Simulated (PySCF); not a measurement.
Si(Cl)(NH2) (ClH2NSi), SMILES Cl[Si]N (connectivity only; charge and spin as stated), neutral, multiplicity 1.

The structure is a stationary point at B3LYP-D3(BJ)/def2-TZVP. The values are those of a single conformer.

Method: r2SCAN/def2-TZVPD run with PySCF.

Symmetry labels are those of the subgroup Cs that the program uses (full group Cs).

**Question.** List the valence orbital energies around the gap with their symmetry. (The exact figures need the calculation; the answer reports its results.)

**Answer.** 
| orbital | symmetry | energy (eV) |
|---|---|---|
| HOMO−7 | A' | -20.98 |
| HOMO−6 | A' | -13.45 |
| HOMO−5 | A' | -13.35 |
| HOMO−4 | A' | -10.23 |
| HOMO−3 | A" | -8.63 |
| HOMO−2 | A' | -8.15 |
| HOMO−1 | A" | -7.53 |
| HOMO | A' | -6.32 |
| LUMO | A" | -2.35 |
| LUMO+1 | A' | -0.48 |
| LUMO+2 | A' | 0.24 |
| LUMO+3 | A' | 1.35 |
